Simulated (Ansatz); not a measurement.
Frontier orbitals of Br$_{2}$ClFSi, SMILES `F[Si](Cl)(Br)Br`.

Total charge 0; spin multiplicity 1. Correlated methods include outer-core shells of Br, which these sets cover unevenly. Scalar relativity is left out up to krypton. The structure was optimised at the PBE0-D4/def2-TZVP level. Basis def2-TZVPP, Ansatz.

Orbital energies of one run (eV). Highest occupied ones, from the top: -9.16, -9.39, -9.63, -10.01, -10.42, -10.73, -11.76, -12.00, -13.98, -14.09, -14.18, -16.52, -22.80, -23.27. Empty: -0.78, 0.58, 1.06, 1.09, 3.25, 3.92.

Problem. Which functional gave them?
A. r2SCAN0
B. LDA (SPW92)
C. r2SCANh
D. CAM-B3LYP

Solution. A. HOMO energies: r2SCAN0 -9.16, CAM-B3LYP -10.23, r2SCANh -8.44, LDA (SPW92) -7.78 eV.
